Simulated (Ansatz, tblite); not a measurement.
Cost and result up the ladder for Cd₂Se (the lowest singlet isomer of a short search) (3 atoms). Charge 0, multiplicity 1. Geometry: PBE-D4/def2-TZVP.

```xyz
3

Cd   -0.248   -1.112   -2.257
Cd    0.250    1.113    2.256
Se   -0.002   -0.001    0.001
```

Ansatz on 4 threads of Arm Neoverse V2 on a shared host; xTB runs through tblite on one thread. Times are rough, summed over both states, and most runs start from the orbitals of an earlier one. ωB97X-V/def2-TZVP serves as the yardstick here, not as an exact answer. The other state is a triplet at its own geometry.

In the def2 sets Cd takes a core potential; there is no spin–orbit coupling. The xTB rows come from tblite. B3LYP takes the VWN-RPA correlation. Correlated methods freeze 9 core orbitals; core or outer-core shells of Cd, Se are correlated, in sets that lack core-valence functions. The structure comes from a short search, and lower isomers may exist.

Run but left out: HF/STO-3G (singlet: restricted singlet, unstable in another Hartree–Fock run and untested here); HF/def2-TZVP, PBE-QIDH/def2-TZVP (singlet: restricted singlet, unstable towards broken spin symmetry).

Correlated methods converge slowly with the basis.

xTB has no spin-polarisation term.

```
                         level  functions  triplet − singlet (eV)  difference from ωB97X-V/def2-TZVP (eV)                            remarks
          r2SCAN0-D4/def2-TZVP        128                   -0.31                                    0.13                                  –
                      GFN2-xTB         17                    1.35                                    1.79                                  –
           r2SCAN-D4/def2-TZVP        128                   -0.09                                    0.36                                  –
            B3LYP-D4/def2-TZVP        128                    0.01                                    0.45                                  –
        CAM-B3LYP-D4/def2-TZVP        128                   -0.26                                    0.18                                  –
             PBE0-D4/def2-TZVP        128                   -0.12                                    0.32                                  –
             RPA@PBE/def2-TZVP        128                    0.05                                    0.49                                  –
PBE-D4/def2-TZVP (with forces)        128                    0.15                                    0.59                                  –
                 MP2/def2-TZVP        128                    0.21                                    0.65  restricted SCF unstable (singlet)
             ωB97X-V/def2-TZVP        128                   -0.44                                    0.00                                  –
                      GFN1-xTB         17                    1.99                                    2.43                                  –
```

Task: Estimate how long each takes.

Result: GFN1-xTB 0.003 s; GFN2-xTB 0.003 s; MP2/def2-TZVP 3.4 s; PBE-D4/def2-TZVP (with forces) 4.1 s; B3LYP-D4/def2-TZVP 5.1 s; CAM-B3LYP-D4/def2-TZVP 5.9 s; RPA@PBE/def2-TZVP 7 s; PBE0-D4/def2-TZVP 7.4 s; r2SCAN-D4/def2-TZVP 7.6 s; r2SCAN0-D4/def2-TZVP 9.4 s; ωB97X-V/def2-TZVP 14 s. On shared hardware such times vary by a factor of up to 3.
